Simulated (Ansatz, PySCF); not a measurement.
C₃H₇NSi, SMILES C(=C=C)N[SiH3]. Atoms are numbered in the order given.

```xyz
12

C      2.3281    -0.7914     0.5932
C      1.4703     0.1796     0.3848
C      0.6056     1.1535     0.1747
N     -0.7383     0.9802    -0.1766
Si    -1.4950    -0.5786    -0.3966
H      2.9388    -1.2033    -0.2207
H      2.4697    -1.2290     1.5901
H      0.9439     2.1917     0.2772
H     -1.2664     1.8336    -0.2991
H     -1.4483    -1.3944     0.8512
H     -2.9105    -0.2862    -0.7605
H     -0.8397    -1.3592    -1.4856
```

Geometry optimised at ωB97X-D3(BJ)/def2-SVP. This is a generated structure with no PubChem entry under its InChIKey; it may be hypothetical. The values are those of a single conformer.

Two levels are set side by side: PBE-D3(BJ)/def2-SVP (Ansatz, an electronic-structure program) and ωB97X-D3(BJ)/def2-SVP (PySCF). Each level has its own optimised geometry; the coordinates shown are those of the second. Frequencies come from the Hessian of PySCF at each geometry. Differences are taken from unrounded values.

```tsv
quantity	ωB97X-D3(BJ)
mean bond length (Å)	1.323
bond C1–C2 (Å)	1.312
bond C2–C3 (Å)	1.319
bond C3–N4 (Å)	1.400
bond N4–Si5 (Å)	1.747
bond C1–H6 (Å)	1.098
bond C1–H7 (Å)	1.098
bond C3–H8 (Å)	1.097
bond N4–H9 (Å)	1.011
bond Si5–H10 (Å)	1.492
bond Si5–H11 (Å)	1.491
bond Si5–H12 (Å)	1.492
highest harmonic wavenumber (cm⁻¹)	3697
mean harmonic wavenumber (cm⁻¹)	1306
zero-point energy (kcal/mol)	56.03
```

Question: What does PBE-D3(BJ) give, and how far is it from ωB97X-D3(BJ)? (An estimate is asked for; the answer gives what the named calculation found.)

Answer: 
| quantity | PBE-D3(BJ) | PBE-D3(BJ) minus ωB97X-D3(BJ) |
|---|---|---|
| mean bond length (Å) | 1.333 | 0.009 |
| bond C1–C2 (Å) | 1.319 | 0.006 |
| bond C2–C3 (Å) | 1.329 | 0.010 |
| bond C3–N4 (Å) | 1.400 | 0.000 |
| bond N4–Si5 (Å) | 1.760 | 0.013 |
| bond C1–H6 (Å) | 1.107 | 0.009 |
| bond C1–H7 (Å) | 1.107 | 0.009 |
| bond C3–H8 (Å) | 1.106 | 0.009 |
| bond N4–H9 (Å) | 1.019 | 0.008 |
| bond Si5–H10 (Å) | 1.505 | 0.013 |
| bond Si5–H11 (Å) | 1.502 | 0.012 |
| bond Si5–H12 (Å) | 1.505 | 0.013 |
| highest harmonic wavenumber (cm⁻¹) | 3569 | -128 |
| mean harmonic wavenumber (cm⁻¹) | 1248 | -58 |
| zero-point energy (kcal/mol) | 53.53 | -2.50 |

GGA bonds tend to be longer and softer than those of functionals with exact exchange. Differences between two approximate levels are no errors against the true value.
